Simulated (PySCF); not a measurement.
A TDDFT job, as run on `O([SiH](B)OC)C`.

Theory: TDDFT wB97X-D/def2-SVPD, vertical, gas phase, core orbitals frozen in the response (PySCF 2.14.0, density-fitted response routines).

Input of the driver that calls PySCF (job settings, then Cartesian coordinates in Å):

```
{"job": {"kind": "uv", "xc": "wB97X-D", "basis": "def2-SVPD", "nstates": 8, "ntriplets": 3}, "charge": 0, "multiplicity": 1}
B     -1.1743     2.0296    -0.3276
Si    -0.0613     0.5728     0.3439
O      1.4461     0.7930    -0.2243
C      2.5436    -0.0673    -0.1173
O     -0.4711    -0.9292    -0.1920
C     -1.6836    -1.5982    -0.0358
H     -2.3365     1.9006    -0.3800
H     -0.7490     3.0682    -0.6464
H     -0.0155     0.4565     1.8285
H      2.9385    -0.0519     0.9015
H      3.3131     0.2801    -0.8081
H      2.2619    -1.0905    -0.3694
H     -1.6474    -2.5100    -0.6343
H     -2.5213    -0.9818    -0.3724
H     -1.8475    -1.8637     1.0118
```

The self-consistent field part of the output:

```
coarse grid: 12640 points
cycle   1  E = -545.8415396718  dE =  6.549e-01  |g| = 8.666e-01  |ddm| = 5.184e+00
cycle   2  E = -545.7774006898  dE =  6.414e-02  |g| = 1.081e+00  |ddm| = 2.015e+00
cycle   3  E = -545.9889619742  dE = -2.116e-01  |g| = 4.007e-02  |ddm| = 9.790e-01
cycle   4  E = -545.9894779706  dE = -5.160e-04  |g| = 1.304e-02  |ddm| = 1.188e-01
cycle   5  E = -545.9895245865  dE = -4.662e-05  |g| = 6.091e-03  |ddm| = 4.120e-02
cycle   6  E = -545.9895330351  dE = -8.449e-06  |g| = 1.965e-03  |ddm| = 1.051e-02
final grid: 116320 points
cycle   7  E = -546.0746451405  dE = -8.561e-05  |g| = 3.188e-03  |ddm| = 1.110e-01
cycle   8  E = -546.0746472398  dE = -2.099e-06  |g| = 2.449e-03  |ddm| = 1.695e-02
cycle   9  E = -546.0746482992  dE = -1.059e-06  |g| = 7.641e-04  |ddm| = 3.355e-03
cycle  10  E = -546.0746484270  dE = -1.278e-07  |g| = 2.289e-04  |ddm| = 1.550e-03
cycle  11  E = -546.0746484418  dE = -1.483e-08  |g| = 4.595e-05  |ddm| = 5.709e-04
cycle  12  E = -546.0746484434  dE = -1.629e-09  |g| = 1.652e-05  |ddm| = 1.464e-04
cycle  13  E = -546.0746484438  dE = -3.607e-10  |g| = 5.250e-06  |ddm| = 7.117e-05
converged SCF energy = -546.0746484438
```

Problem. What follows in the output?

Solution. 
```
Static polarisability (au): isotropic 71.111, principal 61.439 73.711 78.184

Singlet excitations
state   eV       nm        f      main configurations
  1   3.9301    315.5   0.00407   H->L 0.86
  2   5.3324    232.5   0.00695   H-1->L 0.95
  3   5.5768    222.3   0.00035   H-5->L 0.71, H-3->L 0.13, H-4->L 0.09
  4   5.6150    220.8   0.00380   H-2->L 0.73
  5   6.0189    206.0   0.00561   H-3->L 0.81, H-5->L 0.14
  6   6.4535    192.1   0.01303   H-4->L 0.71, H-2->L 0.15
  7   7.2351    171.4   0.00303   H->L+2 0.54, H->L+1 0.17, H->L+4 0.11
  8   7.8557    157.8   0.01504   H->L+1 0.45, H->L+3 0.18, H-1->L+2 0.10

Triplet excitations (Tamm-Dancoff, eV): 3.2188 4.9933 5.1953
```

The SCF starts on a coarse grid; the energy jumps when the final grid takes over, and dE counts afresh there. The run used 202 basis functions and 13 SCF iterations for the ground state.

Time: 45 s wall (with the writing of density and orbital grids); peak memory 0.85 GiB. Hardware: Arm Neoverse V1, one thread, shared host with 32 logical CPUs at a one-minute load of 25.

Geometry: GFN2-xTB, one conformer, isolated molecule.

The pairwise dispersion term of wB97X-D wasn't added to the energies; at a given geometry it leaves orbitals and properties as they are.
